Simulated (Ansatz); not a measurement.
Basis-set series for `B[O][AlH][OH]`. Total charge 0; spin multiplicity 1. The structure was optimised at the PBE0-D4/def2-TZVP level. It is one conformer, not always the lowest.

```json
{"functional": "PBE0-D4", "basis": "def2-TZVPP", "functions": "191", "energy (Eh)": "-420.04121", "HOMO (eV)": "-7.99", "LUMO (eV)": "-0.45"}
{"functional": "PBE0-D4", "basis": "def2-QZVPP", "functions": "361", "energy (Eh)": "-420.06015", "HOMO (eV)": "-8.01", "LUMO (eV)": "-0.51"}
{"functional": "ωB97M-V", "basis": "def2-TZVPP", "functions": "191", "energy (Eh)": "-420.28076", "HOMO (eV)": "-10.34", "LUMO (eV)": "1.17"}
{"functional": "ωB97M-V", "basis": "def2-QZVPP", "functions": "361", "energy (Eh)": "-420.29859", "HOMO (eV)": "-10.36", "LUMO (eV)": "0.75"}
```

(1) Give the rows for def2-SVP. (An estimate is asked.)

Results:

(1) The calculation gave: 
```tsv
functional	basis	functions	energy (Eh)	HOMO (eV)	LUMO (eV)
PBE0-D4	def2-SVP	80	-419.73688	-7.91	-0.25
ωB97M-V	def2-SVP	80	-419.97090	-10.21	1.54
```

Positive LUMOs are unbound and depend on the basis.

Program: Ansatz 0.2.0.
